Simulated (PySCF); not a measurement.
**Static response to an electric field**

Species: CrS2F2 (singlet state).
Structure used (PBE0-D3(BJ)/def2-SVP), in Å, numbered top down from 1:
```xyz
5
CrF2S2 angstrom
Cr    -0.0668    0.0005   -0.0440
S     -0.0013   -0.0155    1.9126
S      1.7727    0.0056   -0.7094
F     -0.8521    1.3954   -0.5692
F     -0.8526   -1.3860   -0.5901
```

Level: PBE0/def2-SVPD (PySCF), static field, nuclei fixed, core orbitals frozen in the response. The polarisability tensor in these axes (au):

```
x    78.66   0.15 -18.50
y     0.15  54.25  -0.32
z   -18.50  -0.32  93.56
```

**Question.** What are the eigenvalues, a third of the trace, and Δα (Δα² = ½Σ(αi − αj)² over the three pairs)?

**Answer.** Principal values 54.25, 66.17 and 106.05 au; mean 75.49 au = 11.19 Å³ = 12.45 × 10⁻⁴⁰ C²·m²/J; Δα = 46.99 au (62 % of the mean).

**Question.** What is the dipole moment, and where does it point?

**Answer.** (1.21, -0.01, 0.81) D, 1.46 D in size, pointing from the negative to the positive side. Measured along this direction, the outermost atoms are F4 and F5 at the negative end and S3 and S2 at the positive end.

**Question.** Molar refractivity from α?

**Answer.** Lorentz–Lorenz: R = (4π/3)N_A α = 2.5225 cm³/(mol·Å³) × 11.19 Å³ = 28.2 cm³/mol, in the limit of long wavelengths.

**Question.** Along which axes do the principal values lie, and how far do the nuclei extend along each?

**Answer.** Largest value along (-0.56, -0.01, 0.83), where the nuclei span 3.17 Å; middle along (0.83, 0.00, 0.56), 2.10 Å; least along (0.00, 1.00, 0.01), 2.78 Å. The strongest response lies along the longest span, while the other two are in reverse order.

**Question.** Form Σ f/ω² (atomic units) for the 15 lowest TDDFT singlets, given as eV and f, and set it beside the mean polarisability, which is this sum over all singlets: 1.55, 0.0001; 1.84, 0.0060; 2.34, 0.0000; 2.63, 0.0017; 2.79, 0.0000; 2.91, 0.0005; 2.95, 0.0013; 3.23, 0.0027; 3.40, 0.0155; 3.61, 0.0000; 3.65, 0.0028; 3.66, 0.0000; 3.72, 0.0000; 3.79, 0.0026; 3.94, 0.0000.

**Answer.** They add up to 3.16 au, 4.2 % of the 75.49 au; the largest single term is 1.32 au, from the state at 1.84 eV. Terms in order: 0.05, 1.32, 0.00, 0.18, 0.00, 0.04, 0.11, 0.19, 0.99, 0.00, 0.16, 0.00, 0.00, 0.13, 0.00 au. Higher excitations give the rest. The strengths listed sum to 0.033.

**Question.** What are the principal values of the traceless quadrupole moment, Θ = ½Σq(3rr − r²1), about the centre of nuclear charge?

**Answer.** -3.68, -1.19, 4.87 D·Å. The values depend on the origin, since the dipole doesn't vanish. The electronic extent ⟨r²⟩ about the same centre is 715 bohr², a root-mean-square distance of 1.65 Å for the 74 electrons.

Isolated species at its PBE0-D3(BJ)/def2-SVP geometry, gas phase.
